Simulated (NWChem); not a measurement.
All runs are NWChem calculations. System: C$_{4}$H$_{5}$FSi, charge 0, spin multiplicity 1, at a geometry optimised with B3LYP/def2-SVP. The structure started from a generated list of species. Level: RHF/def2-SVP.

The NWChem input:

```
start mol
memory heap 200 mb stack 800 mb global 1000 mb
geometry units angstroms nocenter noautoz
  C     -3.209091    -0.085967     0.000000
  C     -2.002672     0.042967     0.000000
  C     -0.583105     0.194557     0.000000
  F     -0.182595     1.485221     0.000000
  C      0.336595    -0.783406     0.000000
  Si     2.188397    -0.458164     0.000000
  H     -4.277224    -0.201801     0.000000
  H     -0.048800    -1.806774     0.000000
  H      2.596670     0.310680     1.210979
  H      2.596670     0.310680    -1.210979
  H      2.888123    -1.774374     0.000000
  symmetry group Cs
end
basis spherical
  * library def2-svp
end
scf
  rhf
  nopen 0
  maxiter 100
  thresh 1e-7
  semidirect memsize 60000000 filesize 0
end
task scf energy
```

Part of the output:

```
             Northwest Computational Chemistry Package (NWChem) 7.3.0
             --------------------------------------------------------

                                NWChem Input Module
                                -------------------

 Scaling coordinates for geometry "geometry" by  1.889725989
 (inverse scale =  0.529177249)

 Turning off AUTOSYM since
 SYMMETRY directive was detected!

                             Geometry "geometry" -> ""
                             -------------------------

 Output coordinates in angstroms (scale by  1.889725989 to convert to a.u.)

  No.       Tag          Charge          X              Y              Z
 ---- ---------------- ---------- -------------- -------------- --------------
    1 C                    6.0000    -3.20909100    -0.08596700     0.00000000
    2 C                    6.0000    -2.00267200     0.04296700     0.00000000
    3 C                    6.0000    -0.58310500     0.19455700     0.00000000
    4 F                    9.0000    -0.18259500     1.48522100     0.00000000
    5 C                    6.0000     0.33659500    -0.78340600     0.00000000
    6 Si                  14.0000     2.18839700    -0.45816400     0.00000000
    7 H                    1.0000    -4.27722400    -0.20180100     0.00000000
    8 H                    1.0000    -0.04880000    -1.80677400     0.00000000
    9 H                    1.0000     2.59667000     0.31068000     1.21097900
   10 H                    1.0000     2.59667000     0.31068000    -1.21097900
   11 H                    1.0000     2.88812300    -1.77437400     0.00000000

 Effective nuclear repulsion energy (a.u.)     246.1176131664

            Nuclear Dipole moment (a.u.)
            ----------------------------
        X                 Y               Z
 ---------------- ---------------- ----------------
     0.0000075589     0.0000188973     0.0000000000

      Symmetry information
      --------------------

 Group name             Cs
 Group number              2
 Group order               2
 No. of unique centers    10

      Symmetry unique atoms

     1    2    3    4    5    6    7    8    9   11


 Summary of "ao basis" -> "" (spherical)
 ------------------------------------------------------------------------------
       Tag                 Description            Shells   Functions and Types
 ---------------- ------------------------------  ------  ---------------------
 *                          def2-svp                  on all atoms

 Summary of "ao basis" -> "ao basis" (spherical)
 ------------------------------------------------------------------------------
       Tag                 Description            Shells   Functions and Types
 ---------------- ------------------------------  ------  ---------------------
 C                          def2-svp                 6       14   3s2p1d
 F                          def2-svp                 6       14   3s2p1d
 Si                         def2-svp                 8       18   4s3p1d
 H                          def2-svp                 3        5   2s1p

                                 NWChem SCF Module
                                 -----------------

  ao basis        = "ao basis"
  functions       =   113
  atoms           =    11
  closed shells   =    26
  open shells     =     0
  charge          =   0.00
  wavefunction    = RHF
  use symmetry    = T
  symmetry adapt  = T

 Summary of "ao basis" -> "ao basis" (spherical)
 ------------------------------------------------------------------------------
       Tag                 Description            Shells   Functions and Types
 ---------------- ------------------------------  ------  ---------------------
 C                          def2-svp                 6       14   3s2p1d
 F                          def2-svp                 6       14   3s2p1d
 Si                         def2-svp                 8       18   4s3p1d
 H                          def2-svp                 3        5   2s1p

      Symmetry analysis of basis
      --------------------------

        a'         80
        a"         33

 Forming initial guess at       0.1s

      Superposition of Atomic Density Guess
      -------------------------------------

 Sum of atomic energies:        -541.02669287

      Non-variational initial energy
      ------------------------------

 Total energy =    -543.803459
 1-e energy   =   -1232.657853
 2-e energy   =     442.736781
 HOMO         =      -0.277473
 LUMO         =      -0.034689

      Symmetry analysis of molecular orbitals - initial
      -------------------------------------------------

  Numbering of irreducible representations:

     1 a'          2 a"

  Orbital symmetries:

     1 a'          2 a'          3 a'          4 a'          5 a'
     6 a'          7 a'          8 a'          9 a'         10 a"
    11 a'         12 a'         13 a'         14 a'         15 a'
    16 a'         17 a'         18 a"         19 a'         20 a'
    21 a"         22 a'         23 a'         24 a"         25 a'
    26 a"         27 a"         28 a'         29 a'         30 a'
    31 a"         32 a'         33 a'         34 a'         35 a"
    36 a'

 Starting SCF solution at       2.4s

 ----------------------------------------------
         Quadratically convergent ROHF

 Convergence threshold     :          1.000E-07
 Maximum no. of iterations :          100
 Final Fock-matrix accuracy:          1.000E-09
 ----------------------------------------------

              iter       energy          gnorm     gmax       time
             ----- ------------------- --------- --------- --------
                 1     -542.2762731029  1.06D+00  1.35D-01      2.5
                 2     -542.3519783986  5.06D-01  9.58D-02      2.6
                 3     -542.3677043942  4.55D-02  9.18D-03      3.0
                 4     -542.3679756003  9.24D-04  2.81D-04      3.7
                 5     -542.3679758185  6.93D-07  1.49D-07      5.2
                 6     -542.3679758185  4.23D-09  1.05D-09      6.0

       Final RHF  results
       ------------------

         Total SCF energy =   -542.367975818476
      One-electron energy =  -1235.670778451521
      Two-electron energy =    447.185189466648
 Nuclear repulsion energy =    246.117613166397

        Time for solution =      3.7s

       Symmetry analysis of molecular orbitals - final
       -----------------------------------------------

  Numbering of irreducible representations:

     1 a'          2 a"

  Orbital symmetries:

     1 a'          2 a'          3 a'          4 a'          5 a'
     6 a'          7 a'          8 a'          9 a'         10 a"
    11 a'         12 a'         13 a'         14 a'         15 a'
    16 a'         17 a'         18 a"         19 a'         20 a'
    21 a'         22 a"         23 a'         24 a"         25 a'
    26 a"         27 a"         28 a'         29 a'         30 a'
    31 a'         32 a"         33 a'         34 a'         35 a"
    36 a'

             Final eigenvalues
             -----------------

              1
    1  -68.7650
    2  -26.3127
    3  -11.3701
    4  -11.2729
    5  -11.2667
    6  -11.2474
    7   -6.1355
    8   -4.2458
    9   -4.2458
   10   -4.2456
   11   -1.6144
   12   -1.0915
   13   -1.0161
   14   -0.8749
   15   -0.7793
   16   -0.7311
   17   -0.7226
   18   -0.7062
   19   -0.6706
   20   -0.6043
   21   -0.5033
   22   -0.4950
   23   -0.4818
   24   -0.4672
   25   -0.4246
   26   -0.3597
   27    0.0771
   28    0.1605
   29    0.1724
   30    0.1920
   31    0.1976
   32    0.2127
   33    0.2332
   34    0.2594
   35    0.2973
   36    0.3349

                       ROHF Final Molecular Orbital Analysis
                       -------------------------------------

 Vector   24  Occ=2.000000D+00  E=-4.672027D-01  Symmetry=a"
              MO Center= -8.3D-01,  5.9D-02,  6.7D-15, r^2= 5.8D+00
   Bfn.  Coefficient  Atom+Function         Bfn.  Coefficient  Atom+Function
  ----- ------------  ---------------      ----- ------------  ---------------
    20      0.329664   2 C  pz                6      0.273037   1 C  pz
    34      0.212760   3 C  pz               23      0.203046   2 C  pz
    99     -0.162042   9 H  s               104      0.162042  10 H  s
     9      0.156739   1 C  pz               48      0.152905   4 F  pz

 Vector   25  Occ=2.000000D+00  E=-4.245887D-01  Symmetry=a'
              MO Center= -2.4D+00, -5.8D-02,  9.0D-17, r^2= 2.2D+00
   Bfn.  Coefficient  Atom+Function         Bfn.  Coefficient  Atom+Function
  ----- ------------  ---------------      ----- ------------  ---------------
    19      0.399970   2 C  py                5      0.395588   1 C  py
    22      0.269868   2 C  py                8      0.247136   1 C  py

 Vector   26  Occ=2.000000D+00  E=-3.597458D-01  Symmetry=a"
              MO Center= -8.6D-01, -2.2D-01,  4.8D-16, r^2= 4.0D+00
   Bfn.  Coefficient  Atom+Function         Bfn.  Coefficient  Atom+Function
  ----- ------------  ---------------      ----- ------------  ---------------
    62      0.335551   5 C  pz               65      0.297708   5 C  pz
     6     -0.286116   1 C  pz               34      0.282163   3 C  pz
    20     -0.209401   2 C  pz                9     -0.204282   1 C  pz
    37      0.198757   3 C  pz               23     -0.158935   2 C  pz

 Vector   27  Occ=0.000000D+00  E= 7.711576D-02  Symmetry=a"
              MO Center= -5.8D-01, -2.7D-01, -8.7D-16, r^2= 5.1D+00
   Bfn.  Coefficient  Atom+Function         Bfn.  Coefficient  Atom+Function
  ----- ------------  ---------------      ----- ------------  ---------------
    83      0.447817   6 Si pz               65      0.426266   5 C  pz
     9      0.411143   1 C  pz               37     -0.397511   3 C  pz
   100     -0.356095   9 H  s               105      0.356095  10 H  s
    34     -0.317114   3 C  pz               62      0.267915   5 C  pz
    23     -0.255584   2 C  pz                6      0.245921   1 C  pz

 Vector   28  Occ=0.000000D+00  E= 1.605431D-01  Symmetry=a'
              MO Center= -1.3D+00, -1.1D-01,  5.1D-15, r^2= 6.9D+00
   Bfn.  Coefficient  Atom+Function         Bfn.  Coefficient  Atom+Function
  ----- ------------  ---------------      ----- ------------  ---------------
     8      0.660588   1 C  py               22     -0.605763   2 C  py
    81     -0.579938   6 Si px               82     -0.486024   6 Si py
    59     -0.326590   5 C  s                63     -0.306820   5 C  px
     5      0.301748   1 C  py               19     -0.299264   2 C  py
   110     -0.276992  11 H  s                31     -0.274933   3 C  s

 Vector   29  Occ=0.000000D+00  E= 1.724058D-01  Symmetry=a'
              MO Center=  1.7D+00, -6.9D-01, -1.2D-15, r^2= 6.0D+00
   Bfn.  Coefficient  Atom+Function         Bfn.  Coefficient  Atom+Function
  ----- ------------  ---------------      ----- ------------  ---------------
    59      1.657699   5 C  s                81      1.403848   6 Si px
    95     -0.947185   8 H  s               110     -0.754267  11 H  s
    31     -0.629547   3 C  s                21      0.625070   2 C  px
     3      0.499589   1 C  s                63      0.320307   5 C  px
     7      0.310629   1 C  px               73      0.272304   6 Si s

 center of mass
 --------------
 x =  -0.07480030 y =   0.08748703 z =   0.00000000

 moments of inertia (a.u.)
 ------------------
         232.657980271230         135.155769688244           0.000000000000
         135.155769688244        1267.732339760929           0.000000000000
           0.000000000000           0.000000000000        1479.278969636453

  Mulliken analysis of the total density
  --------------------------------------

    Atom       Charge   Shell Charges
 -----------   ------   -------------------------------------------------------
    1 C    6     6.27   1.99  0.88  0.52  1.93  0.92  0.03
    2 C    6     5.82   1.99  0.89  0.16  2.00  0.75  0.04
    3 C    6     5.65   1.99  0.90  0.22  1.91  0.53  0.10
    4 F    9     9.33   1.99  1.13  0.82  3.33  2.06  0.01
    5 C    6     6.43   1.99  0.88  0.37  2.01  1.15  0.03
    6 Si  14    13.28   2.00  1.99  0.94  0.15  5.94  1.23  0.80  0.22
    7 H    1     0.90   0.72  0.14  0.03
    8 H    1     0.91   0.73  0.15  0.03
    9 H    1     1.13   0.74  0.38  0.01
   10 H    1     1.13   0.74  0.38  0.01
   11 H    1     1.15   0.75  0.39  0.01

       Multipole analysis of the density wrt the origin
       ------------------------------------------------

     L   x y z        total         open         nuclear
     -   - - -        -----         ----         -------
     0   0 0 0     -0.000000      0.000000     52.000000

     1   1 0 0     -0.529230      0.000000      0.000008
     1   0 1 0     -0.629912      0.000000      0.000019
     1   0 0 1      0.000000      0.000000      0.000000

     2   2 0 0    -25.815075      0.000000    700.087470
     2   1 1 0      0.730978      0.000000    -71.997870
     2   1 0 1      0.000000      0.000000      0.000000
     2   0 2 0    -33.885405      0.000000    119.285042
     2   0 1 1     -0.000000      0.000000      0.000000
     2   0 0 2    -33.855218      0.000000     10.473718

 Task  times  cpu:        6.1s     wall:        6.1s

 Total times  cpu:        6.1s     wall:        6.1s
```
